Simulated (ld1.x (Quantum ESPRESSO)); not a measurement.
An all-electron radial function and its pseudo partner (V)

Columns: radius, all-electron u(r) and pseudo u(r) of the 3p shell (level -44.04 eV) of vanadium in the configuration [Ne] 3s2 3p6 3d3 4s2 4p0; PBE, scalar-relativistic, TM scheme, ld1.x (Quantum ESPRESSO) 7.5.

```json
{"r (bohr)": "0.138", "all-electron": "0.5327", "pseudo": "-0.0752"}
{"r (bohr)": "0.275", "all-electron": "0.3000", "pseudo": "-0.2764"}
{"r (bohr)": "0.413", "all-electron": "-0.2718", "pseudo": "-0.5454"}
{"r (bohr)": "0.550", "all-electron": "-0.7305", "pseudo": "-0.8011"}
{"r (bohr)": "0.688", "all-electron": "-0.9866", "pseudo": "-0.9812"}
{"r (bohr)": "0.825", "all-electron": "-1.0680", "pseudo": "-1.0540"}
{"r (bohr)": "0.963", "all-electron": "-1.0369", "pseudo": "-1.0307"}
{"r (bohr)": "1.100", "all-electron": "-0.9453", "pseudo": "-0.9441"}
{"r (bohr)": "1.238", "all-electron": "-0.8274", "pseudo": "-0.8274"}
{"r (bohr)": "1.375", "all-electron": "-0.7059", "pseudo": "-0.7059"}
{"r (bohr)": "1.513", "all-electron": "-0.5904", "pseudo": "-0.5904"}
{"r (bohr)": "1.650", "all-electron": "-0.4879", "pseudo": "-0.4879"}
{"r (bohr)": "1.788", "all-electron": "-0.3988", "pseudo": "-0.3988"}
{"r (bohr)": "1.925", "all-electron": "-0.3240", "pseudo": "-0.3240"}
{"r (bohr)": "2.062", "all-electron": "-0.2618", "pseudo": "-0.2618"}
{"r (bohr)": "2.200", "all-electron": "-0.2103", "pseudo": "-0.2103"}
{"r (bohr)": "2.338", "all-electron": "-0.1684", "pseudo": "-0.1684"}
{"r (bohr)": "2.475", "all-electron": "-0.1348", "pseudo": "-0.1348"}
{"r (bohr)": "2.613", "all-electron": "-0.1074", "pseudo": "-0.1074"}
{"r (bohr)": "2.750", "all-electron": "-0.0856", "pseudo": "-0.0856"}
{"r (bohr)": "2.888", "all-electron": "-0.0680", "pseudo": "-0.0680"}
{"r (bohr)": "3.025", "all-electron": "-0.0540", "pseudo": "-0.0540"}
{"r (bohr)": "3.162", "all-electron": "-0.0428", "pseudo": "-0.0428"}
{"r (bohr)": "3.300", "all-electron": "-0.0339", "pseudo": "-0.0339"}
{"r (bohr)": "3.438", "all-electron": "-0.0268", "pseudo": "-0.0268"}
{"r (bohr)": "3.575", "all-electron": "-0.0212", "pseudo": "-0.0212"}
```

Problem. How many radial nodes do the two functions have?

Solution. The all-electron 3p function has n − l − 1 = 1; the pseudo-wave has 0, since the states of the same l below it are removed with the core.

Problem. At about which radius was the pseudo-wave matched?

Solution. 1.40 bohr. The columns agree to 0.0005 from 1.24 bohr on; several derivatives are matched, so the curves merge somewhat inside the radius.

Problem. Is the pseudo-wave norm-conserving?

Solution. Yes: the TM scheme keeps the norm inside the radius equal to the all-electron one, which fixes the energy derivative of the logarithmic derivative at the level.
